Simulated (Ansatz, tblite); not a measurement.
Cost and result up the ladder for GeHCl₃ (5 atoms). The state is a singlet with charge 0. Geometry: PBE0-D4/def2-SVP.

```tsv
atom	x (Å)	y (Å)	z (Å)
Ge1	0.017	0.143	0.017
H2	0.204	1.647	0.200
Cl3	1.910	-0.827	-0.188
Cl4	-1.142	-0.265	-1.731
Cl5	-0.989	-0.698	1.703
```

Ansatz on 4 threads of Intel Xeon on a shared host; xTB runs through tblite on one thread. Times are rough, summed over both states, and most runs start from the orbitals of an earlier one. No level here is sound enough to serve as a yardstick. The other state is a triplet.

The xTB rows come from tblite. HOMO above LUMO, or a gap near zero within one spin, warns that the state may not be the lowest or that an electron is smeared out.

xTB has no spin-polarisation term.

| level | functions | vertical triplet (eV) | remarks |
| --- | --- | --- | --- |
| PBE-D4/def2-TZVP (with forces) | 165 | 5.48 | gap within one spin near zero (triplet) |
| GFN2-xTB | 37 | 6.03 | – |
| r2SCAN-D4/def2-TZVP | 165 | 5.85 | – |
| GFN1-xTB | 38 | 6.58 | – |

Problem. Estimate how long each takes.

Solution. GFN2-xTB 0.029 s; GFN1-xTB 0.038 s; PBE-D4/def2-TZVP (with forces) 21 s; r2SCAN-D4/def2-TZVP 39 s. On shared hardware such times vary by a factor of up to 3.
